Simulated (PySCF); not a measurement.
## Radial density of Er (erbium, neutral)

UHF, [Xe] 4f12 6s1 6p1, one real determinant (an excited configuration). Calculation: PySCF 2.14, in cc-pVDZ-X2C (8s7p5d3f1g, 84 functions); the spin-free X2C one-electron Hamiltonian (Gaussian nucleus).

| r (bohr) | 4πr²ρ (e/bohr) | 4πr²(ρα − ρβ) |
| --- | --- | --- |
| 0.0179 | 88.47 | 0.0023 |
| 0.0302 | 81.86 | 0.0046 |
| 0.0508 | 115.2 | 0.0104 |
| 0.0854 | 106.7 | 0.0104 |
| 0.144 | 101.4 | 0.1505 |
| 0.242 | 80.21 | 0.9120 |
| 0.406 | 55.79 | 2.5406 |
| 0.684 | 38.89 | 2.3215 |
| 1.15 | 13.40 | 0.8623 |
| 1.93 | 3.741 | 0.0942 |
| 3.25 | 0.6062 | 0.4398 |
| 5.47 | 0.3471 | 0.3454 |
| 9.20 | 0.03667 | 0.0366 |
| 15.5 | 1.599e-05 | 0.0000 |

Densities and radii are taken from the X2C orbitals without a picture-change correction, which distorts them close to the nucleus.

⟨L²⟩ = 26.10 against 42 for a pure I term, so this real determinant mixes terms. Spin-orbit coupling, absent here, splits the open shell strongly.
